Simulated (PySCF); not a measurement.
# Electron correlation in Zn⁺ (zinc, charge +1)

[Ar] 3d10 4s1, 2S determinant. All numbers are calculated (PySCF 2.14, the spin-free X2C one-electron Hamiltonian (Gaussian nucleus), in cc-pVTZ-DK (7s6p4d2f1g, 68 functions)). Frozen: [Ar]; 11 electrons correlated.

MP2 pair energies summed by pair of shells (mhartree):

```json
{"pair": "3d-3d", "energy": "-442.58", "share (%)": "94.3"}
{"pair": "3d-4s", "energy": "-26.90", "share (%)": "5.7"}
```

Total MP2 correlation energy: -469.49 mhartree.

Same-spin part -173.84 and opposite-spin part -295.65 mhartree; SCS-MP2 scales them by 1/3 and 6/5 to -412.72 mhartree.
